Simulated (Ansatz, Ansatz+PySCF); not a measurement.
```xyz
2

Cr    0.0000    0.0000    0.0000
H     0.0000    0.0000    1.6600
```

Basis set: def2-SVP (spherical functions). Charge 0, multiplicity 2.

Computed with Ansatz (development build ahead of 0.2.0); each method stands on the lowest determinant of its kind that the runs found.

The atomization energy at this shape (free ground-state atoms in the same class of orbitals less the molecule, no zero-point energy) of doublet CrH:

```csv
method,atomization energy
PBE0 (unrestricted),-32.2 kJ/mol
```

**Question.** What does UHF give?

**Answer.** -171.7 kJ/mol. Caution: another spin multiplicity may lie lower; the unrestricted determinant is a mixture of spin states. Caution for UHF: the molecule lies well above its atoms at this level.
